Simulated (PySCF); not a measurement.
**A survey of ³¹P NMR shifts**

PySCF calculation with σ from GIAO-PBE0/pcSseg-1 and GFN2-xTB structure; one conformer, non-relativistic, isolated molecule, rapidly exchanging positions averaged.

Shieldings were converted by a linear fit to measured shifts: ³¹P (scatter 18.1 ppm rms vs H3PO4, solution or neat liquid). A few per cent of atoms miss by over 2 rms, more outside the fitted compound classes.

(1) Give the ³¹P shifts of `C=CP([SiH3])C(C)=O`, `C=C[C@@H]1[C@H]([SiH3])[P@H]1=O`, `O=[P@@H]1C=C([SiH3])CC1`.

(2) Match the shifts 122.4, 23.6, -63.5 ppm to `C=Cc1ocpc1Cl`, `C=CP([SiH3])C(C)=O`, `O=[P@H]1CC=C([SiH3])C1`.

## Answers

(1) 
```json
{"compound": "C=CP([SiH3])C(C)=O", "environment": "phosphorus bonded to 2 C, Si", "δ (ppm)": "-63.5"}
{"compound": "C=C[C@@H]1[C@H]([SiH3])[P@H]1=O", "environment": "phosphorus bonded to 2 C, O, H, in a 3-membered ring", "δ (ppm)": "-55.4"}
{"compound": "O=[P@@H]1C=C([SiH3])CC1", "environment": "phosphorus bonded to 2 C, O, H, in a 5-membered ring", "δ (ppm)": "17.4"}
```

(2) 122.4: C=Cc1ocpc1Cl (phosphorus bonded to 2 C, in a 5-membered ring); 23.6: O=[P@H]1CC=C([SiH3])C1 (phosphorus bonded to 2 C, O, H, in a 5-membered ring); -63.5: C=CP([SiH3])C(C)=O (phosphorus bonded to 2 C, Si).
